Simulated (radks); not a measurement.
Task: These are the eigenvalues of the occupied orbitals of an atom or ion with whole-number occupations (hartree). All-electron calculation, Dirac Kohn-Sham, LDA (Slater exchange, Perdew-Wang correlation), spin-unpolarised, spherical densities, finite nucleus; Fermi nuclear charge, rms radius of each element as measured or else 0.836 A^(1/3) + 0.57 fm. Program: a radial shooting solver on a logarithmic mesh with Libxc functionals.

1s1/2: -2790.033
2s1/2: -487.7840
2p1/2: -467.5527
2p3/2: -407.8088
3s1/2: -114.0566
3p1/2: -104.9371
3p3/2: -91.85918
3d3/2: -76.51928
3d5/2: -73.69042
4s1/2: -24.29480
4p1/2: -20.44190
4p3/2: -17.33966
4d3/2: -10.99706
4d5/2: -10.42109
5s1/2: -3.59170
5p1/2: -2.37593
4f5/2: -2.34456
4f7/2: -2.22978
5p3/2: -1.87180
5d3/2: -0.29298
5d5/2: -0.24795
6s1/2: -0.24045

Which element is it, and in what charge state? The configuration may be excited.

Result: Z = 77, iridium, charge 0: Ir in [Xe] 4f14 5d(3/2: 4, 5/2: 3) 6s2. The list shows which subshells hold electrons but not how many an open one holds; the 1s level, -2790 hartree, gives Z - s = 74.7 by -(Z - s)^2/2, which with screening and relativity narrows Z to a few neighbours, and the depths of the outer levels then fix element, charge and occupations together.
